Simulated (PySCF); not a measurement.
# Frontier levels across methods

Species: C2H7NOSi2.
Atom-mapped SMILES: `[CH3:1][O:2][SiH2:3][SiH2:4][C:5]#[N:6]` (hydrogens: H7, H8, H9 on C1; H10, H11 on Si3; H12, H13 on Si4)

Cartesian coordinates in Å at the PBE0-D3(BJ)/def2-SVP level; atoms count from 1:
```xyz
13
C2H7NOSi2 angstrom
C     -2.672   -0.144    0.049
O     -1.368    0.371   -0.019
Si     0.013   -0.557    0.067
Si     1.766    0.981   -0.154
C      3.346    0.007   -0.019
N      4.299   -0.648    0.073
H     -3.384    0.691   -0.029
H     -2.859   -0.668    1.004
H     -2.879   -0.849   -0.778
H      0.067   -1.570   -1.034
H      0.114   -1.277    1.375
H      1.785    1.993    0.939
H      1.778    1.654   -1.483
```

Basis pcSseg-1 throughout (PySCF), one geometry. The structure is a single PBE0-D3(BJ)/def2-SVP conformer in the gas phase; no vibrational or solvent corrections.

**Question.** How do the orbital energies, the gap and the dipole change with the method?

**Answer.** 
```
   method                    kind  HOMO (eV)  LUMO (eV)  gap (eV)  μ (D)  SCF cycles
     BLYP                     GGA      -6.89      -1.52      5.37   4.34          15
     OPBE                     GGA      -6.99      -1.57      5.42   4.25          16
      PBE                     GGA      -6.99      -1.72      5.27   4.33          16
    B97-D                     GGA      -7.05      -1.57      5.48   4.36          16
      LDA                     LDA      -7.09      -1.97      5.13   4.48          15
      KT2                     GGA      -7.11      -1.85      5.26   4.31          15
     BP86                     GGA      -7.12      -1.80      5.32   4.40          15
      KT3                     GGA      -7.15      -1.70      5.44   4.22          15
    B97-2           global hybrid      -8.29      -0.83      7.45   4.39          14
    B3LYP           global hybrid      -8.30      -0.99      7.31   4.41          14
     PBE0           global hybrid      -8.54      -0.84      7.71   4.41          14
 mPW1PW91           global hybrid      -8.59      -0.82      7.77   4.43          14
BHandHLYP           global hybrid      -9.74       0.17      9.91   4.49          13
CAM-B3LYP  range-separated hybrid      -9.92       0.30     10.22   4.44          13
  wB97X-D  range-separated hybrid     -10.45       0.94     11.39   4.44          14
  LC-wPBE  range-separated hybrid     -11.23       1.42     12.65   4.44          15
       HF            Hartree–Fock     -11.44       2.54     13.97   4.59          11
```

The HOMO spans 4.54 eV, from BLYP down to HF, and the gap runs from 5.13 eV (LDA) to 13.97 eV (HF). Over the methods BLYP (0 %), OPBE (0 %), PBE (0 %), B97-D (0 %), LDA (0 %), KT2 (0 %), BP86 (0 %), KT3 (0 %), B97-2 (21 %), B3LYP (20 %), PBE0 (25 %), mPW1PW91 (25 %), BHandHLYP (50 %), HF (100 %), a straight line through the gap against the share of exact exchange rises by 0.88 eV for each 10 % (correlation coefficient 0.998). The dipole ranges from 4.22 D (KT3) to 4.59 D (HF). This basis has no diffuse functions.
